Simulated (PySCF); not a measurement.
# [Eu(O2)2]− at several levels of theory

Computed with PySCF 2.14.0 (density fitting, no spin-orbit coupling) at the geometry relaxed with TPSS:

```xyz
5
[Eu(O2)2]− (singlet in the valence; each metal's 4f electrons, 6 of them, lie in its core potential, out of spins and levels)
Eu    0.0000    0.0000    0.0000
O     0.5419    0.5419    2.0408
O    -0.5419   -0.5419    2.0408
O     0.5419   -0.5419   -2.0408
O    -0.5419    0.5419   -2.0408
```

```json
{"level": "TPSS", "basis": "Eu lcecp-1-SVP with ECP52, O def2-SVP", "state": "singlet", "HOMO (eV)": "1.01", "gap (eV)": "1.39", "charge on Eu1 (e)": "0.72", "population of f-type functions on Eu1 (polarisation alone where 4f lies in the core)": "0.10", "dipole about the centre of mass (D)": "0.00", "largest force component (eV/Å)": "0.00"}
{"level": "wB97X", "basis": "the same", "state": "singlet", "HOMO (eV)": "-2.87", "gap (eV)": "7.16", "charge on Eu1 (e)": "0.90", "population of f-type functions on Eu1 (polarisation alone where 4f lies in the core)": "0.12", "dipole about the centre of mass (D)": "0.00", "largest force component (eV/Å)": "0.68"}
{"level": "HF", "basis": "the same", "state": "singlet", "HOMO (eV)": "-4.79", "gap (eV)": "9.25", "charge on Eu1 (e)": "1.42", "population of f-type functions on Eu1 (polarisation alone where 4f lies in the core)": "0.11", "dipole about the centre of mass (D)": "0.00", "largest force component (eV/Å)": "0.97"}
{"level": "BP86", "basis": "the same", "state": "singlet", "HOMO (eV)": "0.94", "gap (eV)": "1.23", "charge on Eu1 (e)": "0.62", "population of f-type functions on Eu1 (polarisation alone where 4f lies in the core)": "0.11", "dipole about the centre of mass (D)": "0.00", "largest force component (eV/Å)": "0.12"}
{"level": "TPSS", "basis": "Eu lcecp-1-TZVP with ECP52, O def2-TZVP", "state": "singlet", "HOMO (eV)": "0.62", "gap (eV)": "1.65", "charge on Eu1 (e)": "1.21", "population of f-type functions on Eu1 (polarisation alone where 4f lies in the core)": "0.12", "dipole about the centre of mass (D)": "0.00", "largest force component (eV/Å)": "0.08"}
```

In the lcecp rows the 4f levels are missing from HOMO and gap, and the state counts the valence alone.

Charges are Mulliken's, which hang on the basis. The relaxation used the grid (50, 194), these runs (75, 302) or, all-electron (x2c bases, spin-free X2C Hamiltonian), (99, 590).

Task: What does PBE with Eu lcecp-1-SVP with ECP52, O def2-SVP give here?

Result: state singlet, HOMO (eV) 1.05, gap (eV) 1.10, charge on Eu1 (e) 0.60, population of f-type functions on Eu1 (polarisation alone where 4f lies in the core) 0.11, dipole about the centre of mass (D) 0.00, largest force component (eV/Å) 0.20. Time: 4.3 s on 2 threads of Arm Neoverse V1 (shared host), from an already converged density.

In the first row's basis the gap widens with exact exchange: 1.1 to 1.4 eV for PBE, BP86, TPSS (none); 7.2 to 9.3 eV for wB97X, Hartree–Fock (rising or full at long range).

No frequency check is given that shows the relaxed geometry to be a minimum. An lcecp potential fixes the number of 4f electrons, so in runs with it no electron can move into or out of that shell.

The highest filled level of some runs lies above zero, as often for anions with such functionals and bases.
